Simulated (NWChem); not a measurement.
## Lowest excitation of ClFSi

```
Si
F 1 1.6331
Cl 1 2.1052 2 100.81
```
Charge 0, spin multiplicity 1.

All runs are NWChem calculations. The geometry was optimised at B3LYP/def2-SVP, a minimum by its harmonic frequencies.

Basis set: aug-cc-pVDZ.

The correlated methods keep 11 core orbitals frozen. B3LYP has NWChem's definition, with VWN1-RPA local correlation. The structure started from a generated list of species. Coupled-cluster values serve here as a point of comparison, not as the truth.

**Question.** Order these methods by the lowest vertical singlet excitation energy they give, lowest first: EOM-CCSD, TD-LDA (SVWN5), TD-B3LYP, CIS.

**Answer.** TD-LDA (SVWN5) (4.25 eV), TD-B3LYP (4.42 eV), EOM-CCSD (4.65 eV), CIS (4.96 eV)
